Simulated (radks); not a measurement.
The numbers below are computed, except where a source is named.
Task: Species: the promethium ion Pm4+. Configuration: [Xe] 4f3. Level of theory: Dirac Kohn-Sham, exchange-only PBE, spin-unpolarised, spherical densities, finite nucleus; open shells fill j = l - 1/2 first; Fermi nuclear charge, rms radius 4.962 fm (a radial shooting solver on a logarithmic mesh with Libxc functionals).

Spin-orbit splittings of the eigenvalues, e(l+1/2) - e(l-1/2), with zeta = 2 splitting/(2l+1) and mean radii in bohr:

shell  occ.  splitting (eV)  zeta (eV)  <r> j=l-1/2  <r> j=l+1/2
2p        6           560.2      373.4      0.08245      0.08897
3p        6           112.6      75.06       0.2499       0.2624
3d       10               ?          ?       0.2340       0.2379
4p        6           24.90      16.60       0.6052       0.6331
4d       10           4.480      1.792       0.6746       0.6843
4f        3          0.5823     0.1664       0.8713       0.8788
5p        6           4.027      2.685        1.507        1.579
5d        0          0.4757     0.1903        2.044        2.071

Estimate the 3d splitting.

Result: 24.39 eV (zeta = 9.755 eV).
